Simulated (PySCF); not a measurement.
Cl4Sn, charge +1, doublet, geometry from GFN2-xTB (such geometries of metal compounds can be far from the true shape) (a state made from the parent by changing its charge; the spin is typed, not shown lowest) (core potentials on Sn); DF-HF/def2-SVP (PySCF).

Input for PySCF:
```python
from pyscf import gto, scf

mol = gto.Mole()
mol.atom = '''
    Cl   -1.825584   -0.856009   -1.205193
    Sn   -0.000000   -0.000000    0.000000
    Cl   -0.321213    2.295336    0.382433
    Cl    1.972572   -0.319549   -1.234846
    Cl    0.174224   -1.119778    2.057606
'''
mol.basis = 'def2-svp'
mol.ecp = {'Sn': 'def2-svp'}
mol.charge = 1
mol.spin = 1
mol.verbose = 4
mol.symmetry = True
mol.build()

mf = scf.UHF(mol)
mf = mf.density_fit(auxbasis='def2-universal-jkfit')
mf.kernel()
mf.analyze()
```

It wrote (shortened):

```
PySCF version 2.14.0

[INPUT] verbose = 4
[INPUT] num. atoms = 5
[INPUT] num. electrons = 89
[INPUT] charge = 1
[INPUT] spin (= nelec alpha-beta = 2S) = 1
[INPUT] symmetry True subgroup None
[INPUT] Mole.unit = angstrom
[INPUT] Symbol           X                Y                Z      unit          X                Y                Z       unit  Magmom
[...]
nuclear repulsion = 576.2169886767
point group symmetry = C1
symmetry origin: [0. 0. 0.]
symmetry axis x: [1. 0. 0.]
symmetry axis y: [0. 1. 0.]
symmetry axis z: [0. 0. 1.]
num. orbitals of irrep A = 98
number of shells = 42
number of NR pGTOs = 205
number of NR cGTOs = 98
basis = def2-svp
ecp = {'Sn': 'def2-svp'}

******** <class 'pyscf.df.df_jk.DFUHF'> ********
method = DFUHF
initial guess = minao
damping factor = 0
level_shift factor = 0
DIIS = <class 'pyscf.scf.diis.CDIIS'>
diis_start_cycle = 1
diis_space = 8
diis_damp = 0
SCF conv_tol = 1e-09
SCF conv_tol_grad = None
SCF max_cycles = 50
direct_scf = False
number electrons alpha = 45  beta = 44
Set gradient conv threshold to 3.16228e-05
******** <class 'pyscf.df.df.DF'> ********
auxbasis = def2-universal-jkfit
init E= -2027.63778034025

cycle= 1 E= -2049.85480980644  delta_E= -22.2  |g|= 1.17  |ddm|= 4.56
cycle= 2 E= -2050.31782822301  delta_E= -0.463  |g|= 0.617  |ddm|= 2.26
cycle= 3 E= -2050.48706922983  delta_E= -0.169  |g|= 0.0469  |ddm|= 0.683
cycle= 4 E= -2050.48949316924  delta_E= -0.00242  |g|= 0.0186  |ddm|= 0.0956
cycle= 5 E= -2050.4902536218  delta_E= -0.00076  |g|= 0.0122  |ddm|= 0.0454
cycle= 6 E= -2050.49112922402  delta_E= -0.000876  |g|= 0.0151  |ddm|= 0.0488
cycle= 7 E= -2050.49002318758  delta_E= 0.00111  |g|= 0.00953  |ddm|= 0.069
cycle= 8 E= -2050.48957044323  delta_E= 0.000453  |g|= 0.00308  |ddm|= 0.0799
cycle= 9 E= -2050.48963265111  delta_E= -6.22e-05  |g|= 0.00338  |ddm|= 0.0172
cycle= 10 E= -2050.4896214079  delta_E= 1.12e-05  |g|= 0.00329  |ddm|= 0.00281
cycle= 11 E= -2050.48958859433  delta_E= 3.28e-05  |g|= 0.00227  |ddm|= 0.0105
cycle= 12 E= -2050.48957917339  delta_E= 9.42e-06  |g|= 0.00139  |ddm|= 0.0143
cycle= 13 E= -2050.48959705716  delta_E= -1.79e-05  |g|= 0.00109  |ddm|= 0.0107
cycle= 14 E= -2050.4896139418  delta_E= -1.69e-05  |g|= 0.000875  |ddm|= 0.0121
cycle= 15 E= -2050.48962714747  delta_E= -1.32e-05  |g|= 0.000671  |ddm|= 0.0118
cycle= 16 E= -2050.48963652959  delta_E= -9.38e-06  |g|= 0.000545  |ddm|= 0.0111
cycle= 17 E= -2050.48964101198  delta_E= -4.48e-06  |g|= 0.000502  |ddm|= 0.00603
cycle= 18 E= -2050.48964493578  delta_E= -3.92e-06  |g|= 0.000487  |ddm|= 0.00555
cycle= 19 E= -2050.48964709436  delta_E= -2.16e-06  |g|= 0.00049  |ddm|= 0.00312
cycle= 20 E= -2050.48964746286  delta_E= -3.69e-07  |g|= 0.000496  |ddm|= 0.000504
cycle= 21 E= -2050.48964813904  delta_E= -6.76e-07  |g|= 0.000437  |ddm|= 0.00245
cycle= 22 E= -2050.48965321674  delta_E= -5.08e-06  |g|= 0.000366  |ddm|= 0.00997
cycle= 23 E= -2050.48965767617  delta_E= -4.46e-06  |g|= 0.000293  |ddm|= 0.0108
cycle= 24 E= -2050.48966169756  delta_E= -4.02e-06  |g|= 0.000244  |ddm|= 0.0142
cycle= 25 E= -2050.4896624927  delta_E= -7.95e-07  |g|= 0.000168  |ddm|= 0.00542
cycle= 26 E= -2050.48966308754  delta_E= -5.95e-07  |g|= 0.000155  |ddm|= 0.00588
cycle= 27 E= -2050.48966316225  delta_E= -7.47e-08  |g|= 9.84e-05  |ddm|= 0.00288
cycle= 28 E= -2050.48966327702  delta_E= -1.15e-07  |g|= 9.23e-05  |ddm|= 0.00172
cycle= 29 E= -2050.48966334397  delta_E= -6.7e-08  |g|= 7.15e-05  |ddm|= 0.00121
cycle= 30 E= -2050.48966335343  delta_E= -9.46e-09  |g|= 6.46e-05  |ddm|= 0.00028
cycle= 31 E= -2050.48966337794  delta_E= -2.45e-08  |g|= 8.02e-05  |ddm|= 0.00113
cycle= 32 E= -2050.48966336787  delta_E= 1.01e-08  |g|= 6.78e-05  |ddm|= 0.00103
cycle= 33 E= -2050.48966334358  delta_E= 2.43e-08  |g|= 5.58e-05  |ddm|= 0.00102
cycle= 34 E= -2050.48966333635  delta_E= 7.24e-09  |g|= 4.38e-05  |ddm|= 0.000172
cycle= 35 E= -2050.48966334591  delta_E= -9.57e-09  |g|= 3.79e-05  |ddm|= 0.000493
[...]
converged SCF energy = -2050.48966337539  <S^2> = 0.7798514  2S+1 = 2.0296319
Total Energy =                       -2050.489663375386954
[...]
Two-electron Coulomb Energy =         1546.076394115610356
DFT Exchange-Correlation Energy =     -127.061193365788313
**** MO energy ****
                             alpha | beta                alpha | beta
[...]
spin_pop of  0 Cl 1s       -0.00000
spin_pop of  0 Cl 2s        0.00000
spin_pop of  0 Cl 3s        0.00238
spin_pop of  0 Cl 4s       -0.00054
spin_pop of  0 Cl 2px       0.00000
spin_pop of  0 Cl 2py       0.00000
spin_pop of  0 Cl 2pz       0.00000
spin_pop of  0 Cl 3px       0.01096
spin_pop of  0 Cl 3py       0.28154
spin_pop of  0 Cl 3pz       0.06923
spin_pop of  0 Cl 4px      -0.00024
spin_pop of  0 Cl 4py      -0.00102
spin_pop of  0 Cl 4pz      -0.00033
spin_pop of  0 Cl 3dxy     -0.00029
spin_pop of  0 Cl 3dyz     -0.00008
spin_pop of  0 Cl 3dz^2    -0.00015
spin_pop of  0 Cl 3dxz     -0.00016
spin_pop of  0 Cl 3dx2-y2   -0.00017
spin_pop of  1 Sn 4s       -0.00000
spin_pop of  1 Sn 5s       -0.01212
spin_pop of  1 Sn 6s        0.00008
spin_pop of  1 Sn 7s       -0.00002
spin_pop of  1 Sn 4px      -0.00001
spin_pop of  1 Sn 4py      -0.00016
spin_pop of  1 Sn 4pz      -0.00042
spin_pop of  1 Sn 5px      -0.00102
spin_pop of  1 Sn 5py       0.00001
spin_pop of  1 Sn 5pz       0.00004
spin_pop of  1 Sn 6px      -0.00110
spin_pop of  1 Sn 6py      -0.00691
spin_pop of  1 Sn 6pz      -0.01851
spin_pop of  1 Sn 7px      -0.01299
spin_pop of  1 Sn 7py      -0.00057
spin_pop of  1 Sn 7pz      -0.00125
spin_pop of  1 Sn 4dxy     -0.00362
spin_pop of  1 Sn 4dyz     -0.00192
spin_pop of  1 Sn 4dz^2    -0.00111
spin_pop of  1 Sn 4dxz     -0.00172
spin_pop of  1 Sn 4dx2-y2   -0.00003
spin_pop of  1 Sn 5dxy     -0.00324
spin_pop of  1 Sn 5dyz     -0.00196
spin_pop of  1 Sn 5dz^2    -0.00117
spin_pop of  1 Sn 5dxz     -0.00142
spin_pop of  1 Sn 5dx2-y2   -0.00324
spin_pop of  2 Cl 1s       -0.00000
spin_pop of  2 Cl 2s        0.00000
spin_pop of  2 Cl 3s        0.00240
spin_pop of  2 Cl 4s       -0.00050
spin_pop of  2 Cl 2px       0.00000
spin_pop of  2 Cl 2py      -0.00000
spin_pop of  2 Cl 2pz       0.00000
spin_pop of  2 Cl 3px       0.09705
spin_pop of  2 Cl 3py       0.00820
spin_pop of  2 Cl 3pz       0.25647
spin_pop of  2 Cl 4px      -0.00030
spin_pop of  2 Cl 4py      -0.00038
spin_pop of  2 Cl 4pz      -0.00092
spin_pop of  2 Cl 3dxy     -0.00021
spin_pop of  2 Cl 3dyz     -0.00058
spin_pop of  2 Cl 3dz^2    -0.00001
spin_pop of  2 Cl 3dxz     -0.00004
spin_pop of  2 Cl 3dx2-y2   -0.00001
spin_pop of  3 Cl 1s       -0.00000
spin_pop of  3 Cl 2s        0.00000
spin_pop of  3 Cl 3s       -0.00011
spin_pop of  3 Cl 4s       -0.00015
spin_pop of  3 Cl 2px      -0.00000
spin_pop of  3 Cl 2py      -0.00000
spin_pop of  3 Cl 2pz      -0.00000
spin_pop of  3 Cl 3px      -0.00557
spin_pop of  3 Cl 3py      -0.00087
spin_pop of  3 Cl 3pz      -0.00262
spin_pop of  3 Cl 4px      -0.00006
spin_pop of  3 Cl 4py      -0.00007
spin_pop of  3 Cl 4pz      -0.00008
spin_pop of  3 Cl 3dxy     -0.00001
spin_pop of  3 Cl 3dyz     -0.00000
spin_pop of  3 Cl 3dz^2    -0.00000
spin_pop of  3 Cl 3dxz      0.00001
spin_pop of  3 Cl 3dx2-y2    0.00001
spin_pop of  4 Cl 1s       -0.00000
spin_pop of  4 Cl 2s        0.00000
spin_pop of  4 Cl 3s        0.00239
spin_pop of  4 Cl 4s       -0.00052
spin_pop of  4 Cl 2px       0.00000
spin_pop of  4 Cl 2py       0.00000
spin_pop of  4 Cl 2pz       0.00000
spin_pop of  4 Cl 3px       0.05536
spin_pop of  4 Cl 3py       0.24064
spin_pop of  4 Cl 3pz       0.06624
spin_pop of  4 Cl 4px      -0.00018
spin_pop of  4 Cl 4py      -0.00092
spin_pop of  4 Cl 4pz      -0.00052
spin_pop of  4 Cl 3dxy     -0.00001
spin_pop of  4 Cl 3dyz     -0.00017
spin_pop of  4 Cl 3dz^2    -0.00035
spin_pop of  4 Cl 3dxz     -0.00015
spin_pop of  4 Cl 3dx2-y2   -0.00022
In total            45.00000 | 44.00000

WARN: System has nonzero charge 1; the dipole moment is origin-dependent.
Location of origin: [0. 0. 0.]

Dipole moment(X, Y, Z, Debye): -1.80036,  0.29192,  1.12820
```
